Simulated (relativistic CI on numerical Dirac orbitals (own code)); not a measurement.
**d1 to d9 in one octahedral field**

Computed with a parametric ligand-field model without spin-orbit coupling, by exact diagonalisation: B = 710, C = 2740, 10Dq = 10400 cm⁻¹ (Oh; |10Dq|/B = 14.6) for every shell. Energies in cm⁻¹; the field energy is (0.6 n_e − 0.4 n_t2) × 10Dq of the ground term; g labels are left out.

| Shell | Ground term | Electrons in e | Field energy | First spin-allowed bands | Lowest term of other spin |
| --- | --- | --- | --- | --- | --- |
| d1 | 2T2 | 0.000 | -4160 | 2E 10400 |  |
| d2 | 3T1 | 0.054 | -7757 | 3T2 9289, 3T1 18828 | 1T2 10170 |
| d3 | 4A2 | 0.000 | -12480 | 4T2 10400, 4T1 16217 | 2E 13145 |
| d4 | 5E | 1.000 | -6240 | 5T2 10400 | 3T1 6038 |
| d5 | ? | ? | ? | ? | ? |
| d6 | 5T2 | 2.000 | -4160 | 5E 10400 | 1A1 2532 |
| d7 | 4T1 | 2.054 | -7757 | 4T2 9289, 4T1 18828 | 2E 2985 |
| d8 | 3A2 | 2.000 | -12480 | 3T2 10400, 3T1 16217 | 1E 10882 |
| d9 | 2E | 3.000 | -6240 | 2T2 10400 |  |

(1) Fill in the row of d5.

## Answers

(1) Ground term: 6A1; Electrons in e: 2.000; Field energy: 0; First spin-allowed bands: none; Lowest term of other spin: 4T1 12442. Every shell keeps the spin of the free ion. Only d4 to d7 can choose; the field needed to pair spins is smallest for d6 and largest for d5, which loses most exchange energy. In the strong-field picture 10Dq must exceed about 6B + 5C = 17960 (d4), 7.5B + 5C = 19025 (d5), 2.5B + 4C = 12735 (d6) and 4B + 4C = 13800 (d7); mixing of terms shifts these bounds somewhat. High-spin d^(n+5) repeats the spin-allowed bands of d^n, since the half-filled shell is spherical.
